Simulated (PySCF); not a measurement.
Input of a run (PBE0-D3(BJ)/def2-SVP geometry optimisation, gas phase (PySCF 2.14.0)), started from GFN2-xTB:
```
{"job": {"xc": "PBE0", "basis": "def2-SVP", "d3": "d3bj", "grid": 1, "shake": 0.01, "kind": "geom"}, "charge": 0, "multiplicity": 1}
C     -0.406900     1.318440     0.143150
C      0.083230    -0.013600    -0.382820
B      1.573050    -0.258490     0.072320
F      2.554660     0.529730    -0.421900
C     -0.877660    -1.121120     0.036270
F     -0.482390    -2.319780    -0.476090
H      0.239920     2.143710    -0.184960
H     -1.412940     1.547230    -0.243780
H     -0.464730     1.350180     1.245640
H      0.067000     0.034110    -1.466770
H      1.938360    -1.068970     0.861230
H     -0.887390    -1.233470     1.141460
H     -1.918380    -0.924850    -0.334070
```

Output (energies in Eh, forces in Eh/bohr):
```
step   0  E = -342.48999611  max force = 0.017102
step   1  E = -342.49186376  max force = 0.007635
step   2  E = -342.49205771  max force = 0.009319
step   3  E = -342.49249866  max force = 0.004035
step   4  E = -342.49261808  max force = 0.001595
step   5  E = -342.49269045  max force = 0.000869
step   6  E = -342.49282565  max force = 0.001376
step   7  E = -342.49292095  max force = 0.002489
step   8  E = -342.49297820  max force = 0.002302
step   9  E = -342.49304756  max force = 0.001172
step  10  E = -342.49306333  max force = 0.000525
step  11  E = -342.49306340  max force = 0.000768
step  12  E = -342.49306493  max force = 0.000456
step  13  E = -342.49306611  max force = 0.000329
optimisation converged
```

Task: Summarise the run.

Result: The energy falls by 8.1 kJ/mol over 14 energy and gradient evaluations, the largest force component goes from 0.0171 to 3.3e-04 Eh/bohr, and the atoms move by 0.172 Å rms after alignment. The bond that changes most is B3–F4 (three-coordinate boron to boron-bound fluorine), which shortens by 0.030 Å. Bonds longer at the end by more than 0.005 Å: 4 of 12; shorter: 5. Among the angles that change most is B3–C2–C5, from 113.8° to 110.7°. Among the dihedrals that turn most is C1–C2–B3–H11, from 111° to 87°. The energy never rose by more than 1e-6 Eh on the way. The first step brought 61 % of the lowering.

Task: What are the final bond lengths?

Result: C1–C2 1.534 Å, C2–B3 1.571 Å, B3–F4 1.323 Å, C2–C5 1.513 Å, C5–F6 1.377 Å, C1–H7 1.100 Å, C1–H8 1.102 Å, C1–H9 1.103 Å, C2–H10 1.105 Å, B3–H11 1.213 Å, C5–H12 1.105 Å, C5–H13 1.104 Å. Numbering counts from 1 in the input's order; the species is `C[C@@H](BF)CF`.

The run used 119 basis functions and 83 SCF cycles in all. The run took 1.9 min wall on one thread of an Arm Neoverse N1, shared host with 64 logical CPUs at a one-minute load of 60, and the process peaked at 0.50 GiB of memory.

Not checked by PBE0-D3(BJ)/def2-SVP frequencies. The numbers are those of one conformer.
